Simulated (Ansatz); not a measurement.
Calculated with Ansatz (gas phase, PBE0-D4/def2-TZVP geometries, no zero-point term in ΔE). CCSD(T)/CBS is the MP2 limit (def2-TZVPP, def2-QZVPP) plus CCSD(T) − MP2 in def2-TZVPP, frozen cores. This one scheme is used for every species, atoms too. Functionals use def2-TZVPP. HSE06 is defined as in plane-wave codes. Open shells (•) are unrestricted, without spin–orbit coupling. Spin–orbit coupling would lower the free atoms: a little for Cl. For Br, Ga outer-core shells are correlated without core-valence functions, so the limit isn't a true one: a few kJ/mol of doubt a bond, and 10 to 20 or more in all where bonds break to atoms. Scalar relativity is left out up to krypton. Each species was taken in one conformer, which may not be the lowest.

Consider the homolysis of the Cl–Ga bond: `[OH][Ga]([Cl])[Br]` → Cl• + `[OH][Ga][Br]`•.

**Question.** What is ΔE at CCSD(T)/CBS? (Estimate.)

**Answer.** The calculation gave: +4.50 eV.

**Question.** What do these levels give: BLYP-D4, r2SCAN-D4, PBE0-D4, r2SCAN0-D4, ωB97M-V, B2PLYP, BLYP, r2SCANh, HSE06, CCSD/def2-SVP, MP2/CBS(def2), CCSD/CBS(def2)? (An estimate is asked.)

**Answer.** Ansatz gave: BLYP-D4 4.01, r2SCAN-D4 4.30, PBE0-D4 4.31, r2SCAN0-D4 4.28, ωB97M-V 4.37, B2PLYP 4.22, BLYP 3.87, r2SCANh 4.28, HSE06 4.26, CCSD/def2-SVP 4.15, MP2/CBS(def2) 4.72, CCSD/CBS(def2) 4.41 eV.

Largest T1 diagnostic among the species: 0.014.

The D4 term adds +0.11 eV with B3LYP and +0.06 eV with PBE0; it sums over pairs of atoms, weighted by their polarisabilities, and B3LYP, whose exchange is more repulsive, gets the larger term. In def2-TZVPP, CCSD(T) changes the Hartree–Fock value by +1.00 eV (the triples alone add +0.09 eV) and MP2 by +1.22 eV; breaking electron pairs costs correlation energy, which Hartree–Fock lacks. At CCSD(T), def2-SVP lies −0.30 eV from the extrapolated value and def2-TZVPP −0.16 eV: correlation converges slowly with the basis, and small sets miss more of it in the bonded molecule than in its fragments.

B3LYP here is the variant with VWN-RPA as its local correlation; programs differ in this.
